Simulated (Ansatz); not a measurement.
A run on C3H11GeInSi, SMILES `C[SiH2]/C=[C](/[GeH3])[InH2]` with other settings.

```yaml
crystal:
  periodic: [false, false, false]
  atoms:
    - {symbol: C, position_ang: [1.143494, -2.389864, -0.906062]}
    - {symbol: Si, position_ang: [1.530145, -0.996481, -0.192197]}
    - {symbol: C, position_ang: [0.161638, 0.479850, -0.768583]}
    - {symbol: C, position_ang: [-0.598624, 1.099493, 0.213069]}
    - {symbol: Ge, position_ang: [-1.643848, 2.564295, -0.462016]}
    - {symbol: In, position_ang: [-0.740377, 0.295491, 2.095280]}
    - {symbol: H, position_ang: [1.409208, -2.346452, -2.068464]}
    - {symbol: H, position_ang: [0.131620, -2.899464, -0.914677]}
    - {symbol: H, position_ang: [1.683435, -3.350460, -0.698513]}
    - {symbol: H, position_ang: [1.181888, -1.187429, 1.326357]}
    - {symbol: H, position_ang: [2.843677, -0.496674, -0.137665]}
    - {symbol: H, position_ang: [0.378230, 0.819959, -1.638476]}
    - {symbol: H, position_ang: [-1.387056, 2.783271, -1.916061]}
    - {symbol: H, position_ang: [-3.227154, 2.035113, -0.363567]}
    - {symbol: H, position_ang: [-1.414488, 3.697891, 0.381724]}
    - {symbol: H, position_ang: [0.178400, 1.057209, 3.522635]}
    - {symbol: H, position_ang: [-1.700205, -1.020616, 2.406848]}
basis:
  gaussian: {orbitals: x2c-TZVPPall, final_grid: {core_spheres: 20, valence_spheres: 16, degree: 47}, nuclear_model: gaussian}
total_charge: 1
magnetization: {spin_polarized: true, initial_magnetization: 1}
hamiltonian: {xc: {name: PBE}}
correlation: {method: rpa}
```

```sh
$ ansatz run in.yaml --threads 2 --pin off --events-out ev --progress --plain --max-ram 32768MiB --backend cuda --devices 0, --max-vram 18GiB
```

Shortened log:

```
Functional definition: PBE
  name "PBE"
  cite "Perdew, Burke & Ernzerhof, Phys. Rev. Lett. 77, 3865 (1996) doi:10.1103/PhysRevLett.77.3865"
  parent pbe
  parameter kappa = 0.804
  parameter beta = 0.06672455060314922
  exchange = pbe_x(kappa = kappa, mu = beta*pi^2/3)
  correlation = pbe_c(beta = beta)
2548 factors; integrals over basis functions are off by at most 1.1e-3 eV
mean field evaluation 1: about -228233.8756 eV, gradient 9.9e1 eV
mean field evaluation 2: about -228233.8600 eV, gradient 9.9e1 eV
mean field evaluation 4: about -228272.8286 eV, gradient 4.7e1 eV
mean field evaluation 8: about -228286.1956 eV, gradient 4.4e0 eV
mean field evaluation 16: about -228286.2954 eV, gradient 2.8e-2 eV
mean field evaluation 64: about -228286.2875 eV, gradient 4.9e-1 eV
mean field -228286.29537531 eV, -8389.3666170339 hartree, gradient 8.3e-6 eV, S^2 0.752906; 8 other end points of the search recorded, 0 dependent functions left out
35 core orbitals not correlated: weight in the atoms' cores, before any rotation towards them, 1.000 or more for the frozen orbitals, at most 0.000 for the correlated occupied ones
reference -228150.91783872 eV, -8384.3915843266 hartree; 27, 26 occupied and 335, 336 virtual orbitals, 2548 factors
Total energy: -228204.81818186 eV, -8386.3723854020 hartree
Relativity: scalar
```

Run time 34 s (2 threads of an AMD EPYC 7R13 on a shared host and a share of an NVIDIA H100 80 GB); peak host memory 2.2 GiB.
